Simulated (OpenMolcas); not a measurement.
Mn4+ (d3) in a complex was computed by CASSCF with the d shell active (OpenMolcas, ANO-RCC-VDZP on the metal). Its lowest spin-free states, and all those of the highest spin:

```
2S+1  Degeneracy  E (cm-1)
   4           1       0.0
   4           1      8397
   4           1      8856
   4           2     12027
   2           1     12391
   2           2     13296
   2           2     15881
   4           2     16132
   2           2     19525
   2           1     19989
   2           2     20932
   2           1     24434
   4           1     28055
   4           2     43857
```

Question: Is the site octahedral, tetrahedral or cube-like, axial, or of lower symmetry?

Answer: The states with 2S+1 = 4 have orbital degeneracies 1, 1, 1, 2, 2, 1, 2. There are pairs but no triples, so the site is axial: not cubic, but with a proper or improper axis of order three or more. The run had Mn4+ with 3 ligands (oxide) in trigonal planar coordination (D3h) at 1.71 Å. A charge of +0.667 e stands 2.8 Å behind each ligand. Ligand basis ANO-RCC-VDZP.

Without dynamic correlation the repulsion within the d shell is too large (B by tens of per cent), so at a given field states of lower spin stand too high. The least metal-like active orbital is 75 % on the metal (Löwdin) and no ligand orbital is active, so the numbers are rough. The oxide ions are held by bare point charges, a crude embedding. Ligand-to-metal charge-transfer states are missing. With no ligand orbital active B as a rule stays too high, so bands that hang on it stand too high and its fall with covalency is understated. With metal d orbitals alone and no dynamic correlation the field as a rule comes out too small, by tens of per cent, by up to half for chloride and softer ligands. No measured value stands beside these numbers; the geometry was imposed, not optimised, and the real ion may take another.
